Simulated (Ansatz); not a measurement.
Saddle point of SiNH5SF2, closed shell (SiH₂SF₂ ([F][SiH]([F])[SH]) + NH₃ → SiNH₃F₂ ([NH2][SiH]([F])[F]) + H₂S; bonds formed: S2–H6; dative contacts that become bonds: Si1–N7; bonds broken: Si1–S2, H6–N7), PBE0-D4/def2-TZVP structure:

| atom | x (Å) | y (Å) | z (Å) |
| --- | --- | --- | --- |
| Si1 | -0.7833 | 0.1181 | -0.5978 |
| S2 | 0.5843 | 1.5966 | 1.3036 |
| F3 | -1.5345 | -0.9412 | -1.5453 |
| F4 | 0.0587 | 0.9267 | -1.6658 |
| H5 | -1.8992 | 0.6906 | 0.1524 |
| H6 | 0.6901 | -0.0790 | 1.0252 |
| N7 | 0.3138 | -1.0124 | 0.3033 |
| H8 | 1.6552 | 1.8696 | 0.5414 |
| H9 | 1.0664 | -1.3764 | -0.2748 |
| H10 | -0.1514 | -1.7926 | 0.7580 |

Energies are electronic, without zero-point energy. Barriers and step energies count from the start structure reached by relaxing down the imaginary mode; all methods use the PBE0-D4 structures, on which another method's saddle can fall below an end. Program: Ansatz 0.2.0. Basis: def2-TZVPP, with def2-QZVPP for the basis limit. Cores are frozen in the correlated methods. B3LYP uses VWN-RPA correlation. Extrapolation: Hartree–Fock as exp(−7.88 √X), correlation as X^−2.97.

```json
{"method": "SPW92", "barrier (kJ/mol)": "67.5", "step energy (kJ/mol)": "20.1"}
{"method": "PBE-D4", "barrier (kJ/mol)": "79.1", "step energy (kJ/mol)": "4.1"}
{"method": "BLYP-D4", "barrier (kJ/mol)": "?", "step energy (kJ/mol)": "-14.3"}
{"method": "r2SCAN-D4", "barrier (kJ/mol)": "86.7", "step energy (kJ/mol)": "0.6"}
{"method": "B97M-V", "barrier (kJ/mol)": "102.7", "step energy (kJ/mol)": "-3.4"}
{"method": "PBE0-D4", "barrier (kJ/mol)": "89.1", "step energy (kJ/mol)": "0.9"}
{"method": "B3LYP-D4", "barrier (kJ/mol)": "89.7", "step energy (kJ/mol)": "-15.4"}
{"method": "r2SCAN0-D4", "barrier (kJ/mol)": "93.3", "step energy (kJ/mol)": "-1.7"}
{"method": "BHLYP-D4", "barrier (kJ/mol)": "?", "step energy (kJ/mol)": "-18.2"}
{"method": "CAM-B3LYP-D4", "barrier (kJ/mol)": "?", "step energy (kJ/mol)": "-17.3"}
{"method": "wB97X-V", "barrier (kJ/mol)": "100.6", "step energy (kJ/mol)": "-7.6"}
{"method": "wB97M-V", "barrier (kJ/mol)": "98.7", "step energy (kJ/mol)": "-5.7"}
{"method": "B2PLYP", "barrier (kJ/mol)": "94.4", "step energy (kJ/mol)": "-16.6"}
{"method": "PBE-QIDH", "barrier (kJ/mol)": "97.3", "step energy (kJ/mol)": "-2.6"}
{"method": "RPA on PBE", "barrier (kJ/mol)": "101.3", "step energy (kJ/mol)": "-14.6"}
{"method": "HF", "barrier (kJ/mol)": "121.3", "step energy (kJ/mol)": "-44.5"}
{"method": "MP2", "barrier (kJ/mol)": "97.0", "step energy (kJ/mol)": "-8.6"}
{"method": "CCSD", "barrier (kJ/mol)": "106.8", "step energy (kJ/mol)": "-16.9"}
{"method": "CCSD(T)", "barrier (kJ/mol)": "102.1", "step energy (kJ/mol)": "-11.4"}
```

Problem. Fill in the withheld barriers. (To be estimated.)

Solution. The calculation gives: BLYP-D4 81.7; BHLYP-D4 102.6; CAM-B3LYP-D4 94.3 kJ/mol. Each is the energy of the saddle less that of the start structure, by the same method.

For comparison, the barrier by CCSD(T) at an estimated basis limit (MP2 extrapolated from triple and quadruple zeta, plus CCSD(T) − MP2 in triple zeta) is 101.7 kJ/mol.

The T1 diagnostic stays at or below 0.012.

Labels in which every atom is bracketed show which atoms are joined, not bond orders.

For scale, one of the runs: CCSD(T)/def2-TZVPP, 247 basis functions, launched by `ansatz run in.yaml --threads 8 --pin off --events-out ev --progress --plain --max-ram 19148MiB`. Time: 30 s of wall clock on 8 CPU threads of an Intel Xeon 6975P-C; the host was shared. Peak host memory: 5.7 GiB.
